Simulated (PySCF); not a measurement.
Cards and structures have been mixed up. Pair them.

Structures:
1. `Cn1nccn1`
2. `CO/C=C/c1ccccc1`
3. `[SiH3]NC1CC1`
4. `C1[CH2][GaH][CH2]C1`

Card P (geometry PBE0-D3(BJ)/def2-SVP):
* Rotational constants A, B, C: 5.365, 2.986, 2.061 GHz
* Static isotropic polarisability (CAM-B3LYP/def2-SVPD): 74.5 au
* Dipole moment (CAM-B3LYP/def2-SVPD): 0.06 D
* HOMO energy (CAM-B3LYP/def2-SVPD): -8.17 eV
* Strongest line among the 10 lowest singlet transitions (TDDFT CAM-B3LYP/def2-SVPD): S4 at 6.97 eV (178 nm, f = 0.058)

Card Q (geometry PBE0-D3(BJ)/def2-SVP):
- Rotational constants A, B, C: 4.341, 0.621, 0.545 GHz
- Static isotropic polarisability (CAM-B3LYP/def2-SVPD): 116.9 au
- Dipole moment (CAM-B3LYP/def2-SVPD): 1.22 D
- Lowest triplet excitation (Tamm–Dancoff) (TDA CAM-B3LYP/def2-SVPD): 3.14 eV
- Lowest singlet excitation (TDDFT CAM-B3LYP/def2-SVPD): 4.77 eV (260 nm, f = 0.286)
- HOMO energy (CAM-B3LYP/def2-SVPD): -7.14 eV
- 13C chemical shifts (computed TMS as zero) by class (GIAO B3LYP/pcSseg-1): 155.4 (1 C), 142.3 (1 C), 134.5 (2 C), 130.7 (1 C), 129.0 (2 C), 107.3 (1 C), 55.1 (1 C) ppm

Card R (geometry PBE0-D3(BJ)/def2-SVP):
- Rotational constants A, B, C: 9.378, 3.938, 2.824 GHz
- Static isotropic polarisability (CAM-B3LYP/def2-SVPD): 54.7 au
- HOMO energy (CAM-B3LYP/def2-SVPD): -8.94 eV
- Lowest singlet excitation (TDDFT CAM-B3LYP/def2-SVPD): 6.53 eV (190 nm, f = 0.000)
- Strongest line among the 6 lowest singlet transitions (TDDFT CAM-B3LYP/def2-SVPD): S2 at 6.58 eV (188 nm, f = 0.185)

Card S (geometry PBE0-D3(BJ)/def2-SVP):
* Rotational constants A, B, C: 10.915, 2.132, 1.957 GHz
* Static isotropic polarisability (CAM-B3LYP/def2-SVPD): 70.0 au
* Lowest singlet excitation (TDDFT CAM-B3LYP/def2-SVPD): 6.22 eV (199 nm, f = 0.009)
* Strongest line among the 10 lowest singlet transitions (TDDFT CAM-B3LYP/def2-SVPD): S7 at 7.87 eV (157 nm, f = 0.045)
* HOMO energy (CAM-B3LYP/def2-SVPD): -8.25 eV

Species are written as SMILES; each is one conformer at its optimised geometry, gas phase, non-relativistic unless stated. Electronic properties by PySCF. NMR classes are plain means over equivalent atoms (diastereotopic ones count apart unless rotation or inversion swaps them), as if these changed places fast.

Question: Which card belongs to which structure?

Answer: P = 4, Q = 2, R = 1, S = 3. What ties each card to its structure:
- 1 (card R), C3H5N3, monoisotopic mass 83.0 u, 6 heavy atoms: an asymmetric top with C = 2.824 GHz, the highest such constant on the cards; polarisability 54.7 au for 44 electrons, the smallest shown.
- 2 (card Q), C9H10O, monoisotopic mass 134.1 u, 10 heavy atoms: 9 C in 7 classes; the least shielded carbon (155.4 ppm) is a vinylic carbon bearing oxygen; an asymmetric top with C = 0.545 GHz, the lowest such constant on the cards; polarisability 116.9 au for 72 electrons, the largest shown; dipole 1.22 D.
- 3 (card S), C3H9NSi, monoisotopic mass 87.1 u, 5 heavy atoms: an asymmetric top with C = 1.957 GHz; polarisability 70.0 au for 48 electrons.
- 4 (card P), C4H9Ga, monoisotopic mass 126.0 u, 5 heavy atoms: an asymmetric top with C = 2.061 GHz; polarisability 74.5 au for 64 electrons; dipole 0.06 D.
